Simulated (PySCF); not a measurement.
Gas-phase reaction: 3 GaCl2NH2 + N2 → 2 GaCl3 + GaNH2 + 4 NH

Computed with PySCF (xtb for GFN2) and rigid-rotor harmonic-oscillator thermochemistry at 1 bar. † marks an energy on the PBE0/def2-TZVP geometry and frequencies; other levels use their own. MP2 and CCSD(T) freeze the core. Open shells (unrestricted): NH (multiplicity 3); the rest are closed-shell singlets. GFN2 has no spin-polarisation term. B3LYP is the form with VWN-RPA correlation. Ga: all electrons, no relativistic terms. GaCl2NH2, GaNH2: computed as isolated molecules; such fragments, hydroxides, amides, oligomers or adducts are transient or little studied in the gas. MP2 isn't extrapolated to the basis-set limit; its ΔH°(298 K) is 1684.2 kJ in def2-SVP and 1747.6 kJ in def2-TZVPP. CCSD(T) isn't extrapolated to the basis-set limit; its ΔH°(298 K) is 1561.6 kJ in def2-SVP and 1616.0 kJ in def2-TZVPP. The harmonic model lacks anharmonicity and excited electronic states, which grow with temperature; levels with a mode under 35 cm⁻¹ are left out. Soft modes under 120 cm⁻¹ make the harmonic entropy rough for GaCl2NH2. Warning, point group unlike the PBE0 one: GaCl2NH2 (GFN2-xTB).

| level | ΔE electronic, kJ | ΔH°(298 K), kJ | ΔS°(298 K), J/K | ΔG°(600 K), kJ |
|---|---|---|---|---|
| B3LYP/def2-TZVP† | 1629 | 1569 | 390 | 1334 |
| BLYP/def2-TZVP† | 1638 | 1578 | 390 | 1343 |
| CCSD(T)/def2-TZVPP† | 1676 | 1616 | 390 | 1381 |
| GFN2-xTB | 2215 | 2168 | 395 | 1931 |
| MP2/def2-SVP† | 1744 | 1684 | 390 | 1449 |
| PBE/def2-TZVP† | 1719 | 1659 | 390 | 1424 |
| PBE0/def2-SVP† | 1674 | 1614 | 390 | 1379 |
| LDA/def2-TZVP† | 2014 | 1954 | 390 | 1719 |
ΔH° is lowest at B3LYP/def2-TZVP† and highest at GFN2-xTB. No reference value is set beside these.
